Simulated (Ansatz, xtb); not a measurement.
## Two isomers of C5H5FN2O

We compare a, `OCc1nccnc1F`, a singlet, with b, `Cn1c(C=O)cnc1F`, a singlet. Both are isolated molecules in the gas phase, relaxed with B3LYP-D3(BJ)/def2-SVP; the shapes shown needn't be the lowest conformers.

a (Å):

```xyz
14

C    -1.7102   -2.3040   -0.5417
C    -1.4020   -1.2976    0.5417
C    -2.1326    0.4102    1.8871
C    -0.8719    0.5014    2.4715
C    -0.1398   -1.1753    1.1569
F     0.8362   -1.9920    0.7611
N    -2.3827   -0.4905    0.9267
N     0.1294   -0.3077    2.0928
O    -3.0289   -2.2069   -0.9774
H    -3.4323   -1.4936   -0.4500
H    -0.9952   -2.1456   -1.3754
H    -1.4866   -3.3168   -0.1466
H    -2.9514    1.0676    2.1927
H    -0.6592    1.2339    3.2560
```

b (Å):

```xyz
14

C    -0.0917   -0.0817   -1.0084
C     0.8818    1.3455    0.8881
C     0.4728    2.6454    0.3962
C     1.5846    0.9985    2.0369
C     1.1725   -0.8103    1.0397
F     1.0974   -2.0806    0.7069
N     0.6196    0.1312    0.2436
N     1.7573   -0.3517    2.1157
O    -0.1464    2.8468   -0.6321
H     0.4135    0.4472   -1.8269
H    -1.1160    0.3058   -0.9339
H    -0.1111   -1.1592   -1.2125
H     0.7845    3.4867    1.0650
H     1.9678    1.6731    2.8023
```

Quicker runs give these differences E(b) − E(a): GFN2-xTB −12.25 kcal/mol; HF/STO-3G −1.52 kcal/mol (at GFN2-xTB geometries); r2SCAN-D4/def2-SVP −5.14 kcal/mol (at GFN2-xTB geometries).

Problem. Estimate E(b) − E(a) at the level CCSD(T)/def2-SVP + ΔMP2/def2-TZVPP.

Solution. Too close to call at this level: CCSD(T)/def2-SVP + ΔMP2/def2-TZVPP gives E(b) − E(a) = +0.16 kcal/mol.

Level by level:

| level | geometry | E(b) − E(a) (kcal/mol) | departure from the last row (kcal/mol) | job, with rough time for the two |
| --- | --- | --- | --- | --- |
| GFN2-xTB | GFN2-xTB | −12.25 | −12.41 | optimisation, 0.14 s |
| HF/STO-3G | GFN2-xTB | −1.52 | −1.68 | single point, 0.48 s |
| r2SCAN-D4/def2-SVP | GFN2-xTB | −5.14 | −5.31 | single point, 4.8 s |
| B3LYP-D3(BJ)/def2-SVP | B3LYP-D3(BJ)/def2-SVP | −3.46 | −3.63 | optimisation, 36 s |
| HF/def2-SVP | B3LYP-D3(BJ)/def2-SVP | −4.62 | −4.79 | part of the CCSD(T) run |
| MP2/def2-SVP | B3LYP-D3(BJ)/def2-SVP | −5.69 | −5.85 | part of the CCSD(T) run |
| CCSD(T)/def2-SVP | B3LYP-D3(BJ)/def2-SVP | −5.62 | −5.79 | single point |
| CCSD(T)/def2-SVP + ΔMP2/def2-TZVPP | B3LYP-D3(BJ)/def2-SVP | +0.16 |  | single point, 2.7 min |

As drawn, b has 1 C–N, 1 C=O, 1 C–H in place of 1 C–O, 1 C∷C, 1 O–H (∷ is an aromatic bond). Structure a has a 6-membered ring (with an aromatic ring), b a 5-membered ring (with an aromatic ring).

The largest departure from CCSD(T)/def2-SVP + ΔMP2/def2-TZVPP is that of GFN2-xTB, 12.41 kcal/mol. A small imaginary or near-zero mode remains, so no thermal terms are given. The last row adds to CCSD(T) the change of the MP2 difference between the two basis sets, here +5.79 kcal/mol, a large step that makes the value less sure.

The correlated steps freeze 9 core orbitals. Run with Ansatz 0.2.0, xtb 6.7.1; the last row on 4 threads of Arm Neoverse V1 on a shared host.
